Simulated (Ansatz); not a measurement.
```xyz
11

C    -0.976   -1.497    0.224
N    -1.301   -0.739   -0.726
C    -0.383    0.274   -1.166
O     0.816    0.401   -0.456
Sb    0.869    1.645    1.084
H    -1.678   -2.267    0.542
H    -0.016   -1.435    0.745
H    -0.125    0.031   -2.204
H    -0.951    1.216   -1.189
H     2.544    1.933    0.887
H     1.200    0.436    2.258
```

Total charge 0; spin multiplicity 1. Sb: def2 effective core potential.

(1) List the B3LYP/def2-TZVPP orbital energies in eV (Ansatz). (Estimate.)

## Answers

(1) Computed: Occupied: -520.51, -389.60, -278.84, -277.81, -156.04, -107.87, -107.78, -107.67, -36.03, -35.92, -35.83, -35.79, -35.72, -27.61, -24.87, -19.23, -16.35, -15.33, -13.63, -13.09, -12.59, -11.23, -9.83, -9.53, -8.38, -8.28, -7.36, -7.13. Lowest empty: -1.51, -0.58, -0.45, 0.52, 1.95, 2.26, 2.54, 2.76.

B3LYP here is the variant with VWN-RPA as its local correlation; programs differ in this.
